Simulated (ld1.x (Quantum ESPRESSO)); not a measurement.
# Building the TM potential for manganese (LDA (PZ), scalar-relativistic).

- Element: manganese
- Generator: ld1.x (Quantum ESPRESSO) 7.5
- Type: norm-conserving Troullier–Martins (Kleinman–Bylander form)
- Functional: LDA (PZ)
- Relativity: scalar-relativistic
- Frozen core: [Ne] 3s2
- Valence charge: 13
- Reference configuration: 3p6 3d5 4s2 4p0
- Partial waves: 4s (bound): rc 2.15 bohr; 3p (bound): rc 1.05 bohr; 3d (bound): rc 1.55 bohr; 4f channel at 0.2 Ry: rc 2.25 bohr
- Local potential: all-electron potential smoothed inside 1.60 bohr (lloc = -1)
- Core correction: none

Poles of the logarithmic derivatives, all-electron (AE) and pseudo (PS). s: poles at 2.2 (AE) and -1.2, 2.2 (PS) Ry. p: poles at -4.0, 3.2 (AE) and -4.0, 3.3 (PS) Ry. d: poles at -0.3, 4.9 (AE) and -0.3 (PS) Ry. f: poles at no energy (AE) and no energy (PS) Ry. Test radius 2.46 bohr.

- Cutoffs needed: 100 Ry and 160 Ry (the cutoffs (Ry, on a coarse ladder) from which the occupation-weighted sum of valence levels, in a spherical-Bessel basis at the reference potential, stays within 10 and 1 mRy of its value at 400 Ry)
- Ghost test: ghost state, extra bound levels that the all-electron valence spectrum of the same l lacks: s at -16.2 eV; a true bound ghost makes a file unfit for plane-wave use (spherical-Bessel basis up to 400 Ry, 20 bohr box)
- Configuration tests: 1 of 9 tests not solved or not reliable; not counted: 3p6 3d4 4s2 4p0 (solver errors, printed error -16.2 eV)
